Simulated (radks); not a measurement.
Results of a calculation; reference values are marked as such.
Question: All-electron atom: H in 2s1 (not the ground configuration). Level of theory: non-relativistic Kohn-Sham, PW91, spin-polarised, spherical densities, point nucleus; open shells are filled with parallel spins first (a radial shooting solver on a logarithmic mesh with Libxc functionals). Some entries of the table are withheld. Estimate them.

| orbital | occ. | eigenvalue (eV) | <r^2> (bohr^2) | <r> (bohr) |
|---|---|---|---|---|
| 1s up | 0 | -13.0503 | (1) | 1.339 |
| 2s up | 1 | -2.2358 | 36.77 | 5.634 |
| 2p up | 0 | -1.8747 | 33.13 | 5.304 |

Answer: 
(1) 1s up <r^2> (bohr^2): 2.429
